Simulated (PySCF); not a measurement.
C6H9P.
Atom-mapped SMILES: `[CH3:1][c:2]1[cH:3][pH:4][c:5]([CH3:6])[cH:7]1`

Definitions: NICS(0) = −σiso at the ring centroid; NICS(1) = −σiso and NICS(1)zz = −σzz at ±1 Å along the ring normal z. Level: GIAO PBE0/pcSseg-1 (PySCF, non-relativistic, gas phase) on the PBE0-D3(BJ)/def2-SVP geometry, one conformer.

Ring bond lengths (Å), with Mayer bond orders in brackets: C2–C3 1.359 (1.72), C3–P4 1.803 (1.01), P4–C5 1.822 (0.99), C5–C7 1.357 (1.70), C7–C2 1.461 (1.10).

Question: Give the NICS values of each ring in ppm.

Answer: 
```tsv
ring	type	NICS(0)	NICS(1), two faces	NICS(1)zz, two faces	rms pucker (Å)	centre to ring atoms, mean (Å)
C2–C3–P4–C5–C7	5-membered ring with P; bonds drawn aromatic by RDKit's count	-4.1	-5.3 / -5.8	-10.5 / -9.6	0.05	1.32
```

Question: What can be read from them?

Answer: 
- C2–C3–P4–C5–C7: mean NICS(1)zz -10.1 ppm, shielded. A hydrogen on P4, outside the ring, lies 2.03 Å from a NICS(1) probe.

Question: How equal are the bonds by HOMA? HOMA takes Krygowski's 1993 parameters.

Answer: 
- C2–C3–P4–C5–C7: HOMA 0.01; the largest term is that of P4–C5, α(R − Ropt)² = 1.82.

Question: What field does 11.7 T along the ring normal induce along that normal at the first NICS(1) probe listed for ring C2–C3–P4–C5–C7, 1 Å off the ring?

Answer: NICSzz × B0 = -10.5 ppm × 11.7 T = -123 μT, against the applied field.

Question: What are the shieldings of the ring atoms and their hydrogens in the same run (means over atoms taken as equivalent)?

Answer: 
```csv
atoms,environment,σ isotropic (ppm),"principal values of the symmetric part, first atom (ppm)"
C2,unsaturated ring carbon,27.4,"-76.0, 24.2, 133.9"
C3,unsaturated ring CH carbon,54.9,"-42.3, 62.6, 144.4"
P4,ring phosphorus,367.9,"282.3, 373.1, 448.2"
C5,unsaturated ring carbon,27.2,"-72.9, 5.3, 149.3"
C7,unsaturated ring CH carbon,39.6,"-52.6, 54.1, 117.4"
H on C3,hydrogen on carbon,25.14,"22.9, 25.7, 26.8"
H on P4,hydrogen on phosphorus,25.99,"21.7, 24.3, 32.0"
H on C7,hydrogen on carbon,24.59,"22.4, 23.3, 28.1"
```

Question: How do the values depend on the level or the medium?

Answer: 
```tsv
level	NICS(0), C2–C3–P4–C5–C7	mean NICS(1)zz, C2–C3–P4–C5–C7
PBE0/pcSseg-1, gas	-4.1	-10.1
WP04/pcSseg-1, gas	-3.8	-8.6
PBE0/pcSseg-1, IEF-PCM dimethylsulfoxide	-3.9	-10.2
```

The geometry is the same throughout; the continuum's cavity takes Bondi-type radii × 1.2.

Time: 20 s wall; peak memory 0.80 GiB. Hardware: Arm Neoverse V2, one thread (shared host). This is the whole shielding run at PBE0/pcSseg-1, SCF included.
